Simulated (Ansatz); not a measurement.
In₂As⁺. The state is a triplet with charge 1. Geometry r2SCAN-D4/def2-TZVP; atoms count from 1.

Cartesian coordinates in Å:
```
In 0.1150 -2.2164 0.1853
In 0.4726 1.9691 -0.9270
As -0.5876 0.2473 0.7416
```

In the def2 sets In takes a core potential; there is no spin–orbit coupling. The structure comes from a short search, and lower isomers may exist.

Question: Estimate the Mulliken populations from the PBE0/def2-TZVP orbitals of Ansatz.

Answer: 
```json
{"atom": "In1", "charge (e)": "0.63", "spin (α − β)": "0.38"}
{"atom": "In2", "charge (e)": "0.63", "spin (α − β)": "0.38"}
{"atom": "As3", "charge (e)": "-0.26", "spin (α − β)": "1.24"}
```
Mulliken values and Mayer orders depend strongly on the basis.

Question: Where does the spin sit?

Answer: Summed by element: In 0.76, As 1.24, of 2 unpaired in all. Largest on single atoms: As3 1.24, In2 0.38, In1 0.38.

Question: And the Mayer bond orders between bonded heavy atoms (over 0.3)?

Answer: In1–As3 1.04 (2.62 Å); In2–As3 1.04 (2.62 Å).
